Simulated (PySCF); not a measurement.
## Cu²⁺ (copper, charge +2): M06-2X calculation

Configuration: [Ar] 3d9, 2D determinant. Computed with PySCF 2.14 in cc-pVDZ-DK (6s5p3d1f, 43 functions), with scalar relativity by spin-free X2C-1e.

| Item | Value |
| --- | --- |
| Total energy | -1653.763 hartree |
| One-electron energy | -2279.739 hartree |
| Hartree (Coulomb) energy | 693.502 hartree |
| Exchange-correlation energy | -67.526 hartree |
| ⟨S²⟩ | 0.7507 |
| ⟨L²⟩ | 6.004 |
| Sum of ⟨r⟩ | 15.91 bohr |
| Sum of ⟨r²⟩ | 15.31 bohr² |
| Traceless quadrupole moment −½Σ⟨3z² − r²⟩ along its main axis | -0.334 e·bohr² |
| Langevin diamagnetic susceptibility | -12.1 ×10⁻⁶ cm³/mol |
| Time after the integrals | 1.8 s of wall time on 1 thread of Neoverse-V1 (shared host) |

```tsv
shell	electrons	mean orbital energy (eV)	spread (eV)	rms radius, mean of both spins (bohr)
1s α	1	-8968.7	0	0.0602
1s β	1	-8968.7	0	0.0602
2s α	1	-1121.1	0	0.255
2s β	1	-1120.1	0	0.255
2p α	3	-973.09	1.153	0.228
2p β	3	-972.26	0.211	0.228
3s α	1	-152.55	0	0.765
3s β	1	-151.21	0	0.765
3p α	3	-108.38	2.157	0.810
3p β	3	-106.54	0.260	0.810
3d α	5	-36.040	2.402	1.04
3d β	4	-34.705	1.378	1.04
```

Densities and radii are taken from the X2C orbitals without a picture-change correction, which distorts them close to the nucleus.
